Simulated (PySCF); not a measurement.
PySCF input for Si(F)(Cl)(OMe)(NH2) (CH₅ClFNOSi), SMILES CO[Si](N)(F)Cl, PBE/pcSseg-1. Geometry optimised at B3LYP-D3(BJ)/def2-SVP. The structure was generated by enumeration, and PubChem lists no compound with its InChIKey, so it may never have been made. One conformer was computed; it need not be the lowest.

```python
import numpy as np
from pyscf import gto, scf, dft
from pyscf.prop.nmr import rks as nmr

mol = gto.M(
    atom='''
    C    -1.97274280   -0.41315414   -1.33360073
    O    -1.17794999    0.58265546   -0.71996662
    Si    0.29552836    0.32232519   -0.05568820
    N     1.41318316   -0.24745585   -1.20457827
    F     0.68450443    1.74144719    0.60908714
    Cl    0.22669329   -1.06412229    1.46909488
    H    -1.41195806   -0.95478430   -2.11552997
    H    -2.33178445   -1.14772444   -0.59190800
    H    -2.84423164    0.07374665   -1.79560116
    H     2.22232723   -0.78884222   -0.91957560
    H     1.58169897    0.27197807   -2.06076231
    ''',
    basis='pcSseg-1',
    charge=0,
    spin=0,
    max_memory=1600,
    verbose=3,
)
mf = dft.RKS(mol, xc='pbe')
mf.grids.level = 3
mf.conv_tol = 1e-10
mf.max_cycle = 100
mf.kernel()
n = nmr.NMR(mf)
n.verbose = 2
n.max_cycle_cphf = 60
sigma = n.kernel()
print('atom   isotropic/ppm   span/ppm')
for i, s in enumerate(sigma):
    w = np.linalg.eigvalsh((s + s.T) / 2)
    print(f'{mol.atom_symbol(i):2s}{i + 1:3d} {w.mean():14.3f} {w[2] - w[0]:11.3f}')
```

It prints:

```
converged SCF energy = -1020.13464487762
atom   isotropic/ppm   span/ppm
C   1        124.640      83.517
O   2        279.848     121.379
Si  3        379.576      49.808
N   4        230.641      76.723
F   5        277.686     132.663
Cl  6        901.648     278.182
H   7         27.383      10.443
H   8         27.340      10.658
H   9         27.423      10.840
H  10         30.215      17.024
H  11         30.404      18.485
```

The run converged.

Cost: around 23 core-seconds (rough).
